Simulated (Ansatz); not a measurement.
Born–Oppenheimer molecular dynamics of CH9ClO2Si3 (16 atoms, charge 0, multiplicity 1). It starts from a relaxed structure.

Method: RKS r2SCAN-D4/STO-3G (Ansatz).

* ensemble: NVE (velocity Verlet)
* time step: 0.5 fs
* steps asked: 147
* starting velocities drawn for: 2000 K
* masses: H 2.014 u
* seed: 76519

First frame:

```xyz
16
Properties=species:S:1:pos:R:3
Si -0.597 0.042 0.372
C 0.190 0.126 2.067
H -0.571 0.224 2.849
H 0.786 -0.768 2.276
H 0.854 0.995 2.128
Cl 0.965 -0.496 -1.001
O -1.204 1.540 -0.022
Si -2.324 1.634 -1.310
H -3.647 1.226 -0.876
H -2.360 3.029 -1.688
H -1.930 0.826 -2.450
O -1.857 -1.039 0.181
Si -1.617 -2.703 0.461
H -0.944 -2.936 1.727
H -2.939 -3.288 0.501
H -0.842 -3.315 -0.601
```

Question: How far do the bonds stretch over the last three quarters of this one trajectory? (Pairs bonded in most of those frames.)

Answer: 
```tsv
bond	mean (Å)	spread (Å)	shortest	longest
Si1–C2	1.914	0.034	1.83	1.98
Si1–Cl6	2.158	0.028	2.09	2.20
Si1–O7	1.710	0.125	1.55	1.92
Si1–O12	1.688	0.056	1.59	1.76
C2–H3	1.115	0.067	1.01	1.21
C2–H4	1.107	0.043	1.03	1.19
C2–H5	1.099	0.036	1.03	1.17
O7–Si8	1.773	0.077	1.62	1.90
Si8–H9	1.470	0.064	1.37	1.56
Si8–H10	1.456	0.055	1.36	1.54
Si8–H11	1.460	0.052	1.38	1.54
O12–Si13	1.710	0.030	1.68	1.78
Si13–H14	1.463	0.043	1.40	1.53
Si13–H15	1.455	0.025	1.42	1.50
Si13–H16	1.462	0.052	1.38	1.54
```

Mean temperature of the second half: 924 K. The conserved energy stayed within 0.44 meV per atom of its start (net change 0.34 meV per atom), so the integration is sound. Over the second half the temperature averaged 0.46 of the 2000 K drawn at the start: a run that starts near a minimum puts about half its kinetic energy into the potential. A run of 0.073 ps of so small a system gives no equilibrium averages. Limits of this set-up: minimal basis.

Run time: 15 min on 1 thread of Intel(R) Xeon(R) Platinum 8375C CPU @ 2.90GHz (Ice Lake) (shared host), peak memory 0.18 GiB.
